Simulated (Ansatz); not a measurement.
Molecule: ZrF$_{3}$, charge 1, multiplicity 1. 
Coordinates optimised at B3LYP-D3(BJ)/def2-TZVP (Ansatz, a quantum-chemistry and plane-wave program):
SMILES: [F][Zr+]([F])[F]
```xyz
4

Zr     0.0186     0.2285     0.0750
F      1.7148    -0.4480    -0.2093
F     -0.8476    -0.7594     1.3748
F     -0.9498     0.1919    -1.4987
```
Charge +1, spin multiplicity 1.

Total electronic energies in hartree. Correlated levels leave the core frozen unless marked. No spin-orbit coupling. The frozen core is the preceding noble-gas configuration, with the filled d and f shells of earlier blocks. Past Kr the def2 sets carry scalar-relativistic core potentials. STO-3G rows are all-electron and non-relativistic. Basis-set limits of correlation are two-point, X^-3; Hartree-Fock from the larger set. [CCSD(T)-MP2]/basis is that difference in the basis named.

```csv
level,program,energy (Eh)
B3LYP/def2-TZVPD,Ansatz,-346.66715
PBE0/STO-3G,Ansatz,-3799.65826
PBE0-D3(BJ)/def2-TZVPD,Ansatz + dftd3,-346.35502
HSE06/def2-TZVPD,Ansatz,-346.34081
CAM-B3LYP-D4/def2-TZVPD,Ansatz + dftd4,-346.54840
wB97X/def2-TZVPD,Ansatz,-346.58353
SCS-MP2/def2-SVP,Ansatz,-345.17391
CCSD(T)/def2-SVPD,Ansatz,-345.26090
"RI-MP2/CBS(def2-TZVPPD,def2-QZVPPD)+[CCSD(T)-MP2]/def2-TZVPPD",Ansatz,-345.9689
```

Totals of different functionals don't rank their quality; only differences between species are comparable.
